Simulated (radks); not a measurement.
Values are calculated unless marked as measured or tabulated.
Excited configurations of the krypton ion Kr2+: one electron is placed in a higher orbital outside [Ar] 3d10 4s2 4p3. The ground configuration is [Ar] 3d10 4s2 4p4. Level of theory: Dirac Kohn-Sham, PBEsol, spin-unpolarised, spherical densities, finite nucleus; open shells fill j = l - 1/2 first; Fermi nuclear charge, rms radius 4.1884 fm (a radial shooting solver on a logarithmic mesh with Libxc functionals). Excitation = E - E(ground); binding = E(ion) - E, where the ion is the core of charge +3; n* = 3/sqrt(2 binding) in atomic units, and the quantum defect is n - n*.

outer orbital,excitation (eV),binding (eV),n*,quantum defect,<r> (bohr)
4f5/2,28.724,8.016,3.908,0.092,5.487
5d3/2,27.579,9.160,3.656,1.344,5.906
5f5/2,31.326,5.414,4.756,0.244,9.421
6d3/2,31.007,5.732,4.622,1.378,10.01
6f5/2,32.920,3.819,5.662,0.338,14.39
7p1/2,31.631,5.108,4.896,2.104,12.01

The Delta-SCF ionisation energy is 36.739 eV (NIST Atomic Spectra Database: 35.84 eV, measured). Self-interaction in the functional shifts the binding energies and quantum defects, so they are the method's values and not measured ones. Spin polarisation and multiplet splitting are left out, so open shells lie too high by an amount that depends on their filling.

Beside tabulated values, note that spin-unpolarised runs miss the spin-polarisation part of the exchange energy of open shells.
